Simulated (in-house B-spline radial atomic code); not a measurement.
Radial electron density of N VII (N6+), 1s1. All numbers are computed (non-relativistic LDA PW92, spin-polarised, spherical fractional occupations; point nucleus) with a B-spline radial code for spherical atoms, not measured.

Columns: r (bohr), 4πr²n(r) (electrons per bohr), bar.

```
 0.00832  0.08368 #
 0.00936   0.1044 #
  0.0105   0.1293 ##
  0.0119   0.1628 ##
  0.0134   0.2021 ##
  0.0151   0.2507 ###
   0.017   0.3094 ####
  0.0191   0.3792 ####
  0.0215   0.4646 #####
  0.0242   0.5667 #######
  0.0273   0.6905 ########
  0.0307   0.8326 ##########
  0.0346    1.001 ############
  0.0389    1.192 ##############
  0.0438    1.411 #################
  0.0493    1.654 ###################
  0.0556    1.927 #######################
  0.0626    2.214 ##########################
  0.0704     2.51 #############################
  0.0793    2.812 #################################
  0.0893      3.1 ####################################
   0.101    3.367 #######################################
   0.113    3.564 ##########################################
   0.128    3.709 ###########################################
   0.144    3.754 ############################################
   0.162    3.697 ###########################################
   0.182    3.531 #########################################
   0.205    3.253 ######################################
   0.231    2.878 ##################################
    0.26    2.437 #############################
   0.293    1.958 #######################
    0.33    1.487 #################
   0.371    1.066 ############
   0.418   0.7064 ########
   0.471   0.4313 #####
    0.53    0.242 ###
   0.597   0.1219 #
   0.672  0.05504 #
   0.756  0.02195
```

On this grid the curve has 1 maximum, near 0.144 bohr.

The 1s up radial function P(r) = rR(r), positive near the nucleus:

| r (bohr) | P |
| --- | --- |
| 0.00286 | 0.1033 |
| 0.00362 | 0.1301 |
| 0.00459 | 0.1638 |
| 0.00582 | 0.2059 |
| 0.00738 | 0.2583 |
| 0.00936 | 0.3231 |
| 0.0119 | 0.4035 |
| 0.0151 | 0.5007 |
| 0.0191 | 0.6158 |
| 0.0242 | 0.7528 |
| 0.0307 | 0.9125 |
| 0.0389 | 1.092 |
| 0.0493 | 1.286 |
| 0.0626 | 1.488 |
| 0.0793 | 1.677 |
| 0.101 | 1.835 |
| 0.128 | 1.926 |
| 0.162 | 1.923 |
| 0.205 | 1.804 |
| 0.26 | 1.561 |
| 0.33 | 1.22 |
| 0.418 | 0.8405 |
| 0.53 | 0.4919 |
| 0.672 | 0.2346 |
